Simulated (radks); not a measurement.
Values are calculated unless marked as measured or tabulated.
Question: Mean orbital radii <r> (bohr) of the cadmium ion Cd3+, [Kr] 4d9, of relativity; Dirac values are averaged over j with weights 2j + 1. Spin-unpolarised spherical Kohn-Sham, PBE, point nucleus unless stated (finite: rms radius 4.6087 fm), a radial shooting solver on a logarithmic mesh with Libxc functionals. A level marked "c x" has the speed of light scaled by that factor and shares open shells by 2j + 1; other Dirac levels either fill j = l - 1/2 first or share by 2j + 1.

| shell | non-rel. |
|---|---|
| 1s | 0.03171 |
| 2s | 0.1373 |
| 2p | 0.1173 |
| 3s | 0.3712 |
| 3p | 0.3627 |
| 3d | 0.3345 |
| 4s | 0.9055 |
| 4p | 0.9650 |
| 4d | 1.188 |
| 5s (empty) | 2.348 |
| 5p (empty) | 2.691 |

Give the values at the level "Dirac, c x 0.85".

Answer: 
shell       Dirac, c x 0.85  change of magnitude (%)
1s                  0.02987                    -5.80
2s                   0.1288                    -6.19
2p                   0.1137                    -3.08
3s                   0.3528                    -4.95
3p                   0.3544                    -2.30
3d                   0.3348                    +0.09
4s                   0.8640                    -4.59
4p                   0.9469                    -1.87
4d                    1.201                    +1.10
5s (empty)            2.247                    -4.31
5p (empty)            2.648                    -1.62
